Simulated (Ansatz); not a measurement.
C6H20Ga2N2, SMILES `C[N+]1(C)[Ga@H-]([CH3])[N+](C)(C)[Ga@@H-]1[CH3]`, relaxed with RKS PBE0-D4/def2-TZVP in the Gaussian-basis code of Ansatz from a GFN2-xTB geometry. The force threshold is 0.005 eV/Å; the program also tests the step.

Charge 0, multiplicity 1.

Start:

```xyz
30

C     0.136   -2.275    1.634
Ga    0.842   -1.233    0.056
N     1.186    0.744    0.496
C     2.362    1.248   -0.207
C     1.281    1.068    1.917
Ga   -0.551    1.321   -0.436
C    -2.043    1.713    0.864
N    -0.650   -0.585   -1.197
C    -1.939   -1.255   -1.047
C    -0.228   -0.625   -2.594
H    -0.238   -3.258    1.330
H    -0.686   -1.751    2.132
H     0.915   -2.449    2.382
H     2.024   -1.685   -0.868
H     2.442    2.339   -0.106
H     3.280    0.787    0.183
H     2.276    1.003   -1.270
H     1.337    2.154    2.070
H     2.171    0.607    2.367
H     0.395    0.690    2.432
H    -0.121    2.245   -1.626
H    -1.882    2.659    1.389
H    -3.009    1.793    0.355
H    -2.136    0.929    1.622
H    -2.713   -0.757   -1.648
H    -1.875   -2.305   -1.363
H    -2.240   -1.225    0.003
H     0.736   -0.118   -2.692
H    -0.113   -1.662   -2.939
H    -0.958   -0.115   -3.239
```

```json
{"step": "1", "energy (eV)": "-114265.3792", "largest force (eV/Å)": "0.485", "largest move (Å)": "0.000"}
{"step": "2", "energy (eV)": "-114265.4550", "largest force (eV/Å)": "0.247", "largest move (Å)": "0.103"}
{"step": "3", "energy (eV)": "-114265.4640", "largest force (eV/Å)": "0.042", "largest move (Å)": "0.046"}
{"step": "4", "energy (eV)": "-114265.4647", "largest force (eV/Å)": "0.025", "largest move (Å)": "0.015"}
{"step": "5", "energy (eV)": "-114265.4650", "largest force (eV/Å)": "0.010", "largest move (Å)": "0.019"}
{"step": "6", "energy (eV)": "-114265.4654", "largest force (eV/Å)": "0.020", "largest move (Å)": "0.033"}
{"step": "7", "energy (eV)": "-114265.4658", "largest force (eV/Å)": "0.031", "largest move (Å)": "0.051"}
{"step": "8", "energy (eV)": "-114265.4661", "largest force (eV/Å)": "0.018", "largest move (Å)": "0.016"}
{"step": "9", "energy (eV)": "-114265.4661", "largest force (eV/Å)": "0.009", "largest move (Å)": "0.008"}
{"step": "10", "energy (eV)": "-114265.4661", "largest force (eV/Å)": "0.006", "largest move (Å)": "0.006"}
{"step": "11", "energy (eV)": "-114265.4661", "largest force (eV/Å)": "0.001", "largest move (Å)": "0.001"}
```

End:

```xyz
30

C     0.052   -2.123    1.609
Ga    0.835   -1.209    0.042
N     1.195    0.743    0.473
C     2.383    1.262   -0.200
C     1.261    1.053    1.896
Ga   -0.533    1.297   -0.440
C    -1.960    1.565    0.900
N    -0.633   -0.579   -1.212
C    -1.918   -1.246   -1.034
C    -0.240   -0.635   -2.618
H    -0.335   -3.106    1.329
H    -0.769   -1.556    2.054
H     0.808   -2.278    2.383
H     2.032   -1.769   -0.818
H     2.458    2.351   -0.087
H     3.297    0.814    0.209
H     2.350    1.038   -1.267
H     1.313    2.136    2.064
H     2.149    0.605    2.359
H     0.381    0.673    2.414
H    -0.192    2.307   -1.603
H    -1.788    2.482    1.469
H    -2.933    1.661    0.413
H    -2.023    0.738    1.611
H    -2.700   -0.766   -1.635
H    -1.864   -2.298   -1.340
H    -2.227   -1.213    0.011
H     0.720   -0.140   -2.769
H    -0.141   -1.672   -2.960
H    -0.980   -0.135   -3.255
```

It took 21 s on 11 threads of an AMD EPYC 7R13 on a shared host and a whole NVIDIA H100 80 GB, with 1.4 GiB of host memory at the peak.
